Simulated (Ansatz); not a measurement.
# Reading a saddle point

A first-order saddle point of GeH₄Cl, doublet, PBE0-D4/def2-TZVP, with one imaginary mode of 664i cm⁻¹:

```xyz
6
angstrom
Cl -0.9454 -1.1710 0.0048
Ge 0.5164 0.6397 -0.0029
H -1.9564 -2.4229 0.0109
H 0.7743 0.9958 -1.4719
H -0.1834 1.7777 0.7497
H 1.7946 0.1809 0.7093
```

Ansatz 0.2.0; basis: def2-TZVPP and def2-QZVPP; cores frozen in the correlated methods; orbitals are unrestricted. Filled d shells of the heavier atoms are correlated. The def2 sets are not built for correlating such inner shells, so the correlated values are less sure here. Extrapolation: Hartree–Fock as exp(−7.88 √X), correlation as X^−2.97.

Q: Which contacts change along the imaginary mode, and what lies on either side? (Judge from chemistry; the calculation decides.)

A: Computed: The step is GeH₃Cl ([Cl][GeH3]) + H → GeH₃ + HCl, with the molecules in contact on both sides. Shortening one way: Cl1–H3; lengthening the same way: Cl1–Ge2.
```csv
pair,one side (Å),saddle (Å),other side (Å)
Cl1–H3,3.45,1.61,1.28
Cl1–Ge2,2.15,2.33,3.89
```

Q: Which side is lower, and how far does the saddle lie above each? (To be estimated.)

A: Computed: The side with Cl1–H3 short is lower by 7.33 kcal/mol; the saddle lies 20.32 kcal/mol above it and 13.00 kcal/mol above the other (CCSD(T) at an estimated basis limit (MP2 extrapolated from triple and quadruple zeta, plus CCSD(T) − MP2 in triple zeta); electronic energies).

T1 diagnostic: at most 0.017. ⟨S²⟩ of the unrestricted Hartree–Fock references: 0.75 to 0.80 (a pure state has 0.75). The end structure is not quite a true minimum (one mode of 41i cm⁻¹).

Radical steps of this kind take place in plasma deposition and etching.

Labels in which every atom is bracketed show which atoms are joined, not bond orders.

For scale, one of the runs: CCSD(T)/def2-TZVPP, 146 basis functions (an equivalent command: `ansatz run in.yaml --threads 4`). Time: 34 s of wall clock on 4 CPU threads; the host was shared. Peak host memory: 2 GiB.
